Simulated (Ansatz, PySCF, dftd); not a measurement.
Species: C₄H₅N, charge 0, singlet. C4H5N (SMILES C=CCC#N).
B3LYP-D3(BJ)/def2-TZVP minimum from Ansatz (a quantum-chemistry and plane-wave program):
```
C
C 1 1.3237
H 2 1.0818 1 121.31
H 2 1.0839 3 116.92 1 -179.95
H 1 1.0845 2 120.50 3 -0.64
C 1 1.5080 5 115.79 2 -179.68
H 6 1.0919 1 110.55 5 -178.15
H 6 1.0950 7 107.17 1 120.20
C 6 1.4621 7 108.75 8 116.05
N 9 1.1496 8 149.92 6 178.33
```
Charge 0, spin multiplicity 1.

Wanted: enthalpy of formation at 298 K (by atomisation, with ideal-gas terms from PySCF's Hessian at B3LYP-D3(BJ)/def2-TZVP and the atoms' measured values of the G2/97 table; no spin-orbit terms), in kcal/mol. Radicals and triplets start from unrestricted determinants; spin-orbit coupling is neglected. Correlated methods leave the cores frozen. Rows without X2C or -DK are non-relativistic. CBS(X,Y): correlation extrapolated as X^-3, Hartree-Fock from the larger set. A bracket is a step between two methods taken in the basis named. The functionals are non-relativistic, so their misses hold any scalar relativity. 'core' is core correlation in cc-pwCVTZ, 'X2C' scalar relativity in cc-pVTZ-DK, both at CCSD(T). For partners of very few electrons the exact lower level stands in for a higher one.

Measured: 38.2 kcal/mol, 159.7 kJ/mol (CRC Handbook, as tabulated in the package chemicals); atomic spin-orbit terms, which the calculations lack, would raise the computed values.

```tsv
level	program	enthalpy of formation at 298 K (kcal/mol)	error against that value
PBE-D3(BJ)/def2-TZVPD	Ansatz + dftd3	5.3	-32.9
PBE-D4/def2-TZVPD	Ansatz + dftd4	5.8	-32.4
B3LYP-D3(BJ)/def2-TZVPD	Ansatz + dftd3	37.8	-0.4
CCSD/CBS(cc-pVTZ,cc-pVQZ)	Ansatz	65.8	27.6
CCSDT(Q)/cc-pVDZ	Ansatz	123.1	84.9
CCSD(T)/CBS(cc-pVTZ,cc-pVQZ) + [CCSDT(Q) - CCSD(T)]/cc-pVDZ + core + X2C	Ansatz	39.0	0.8
```
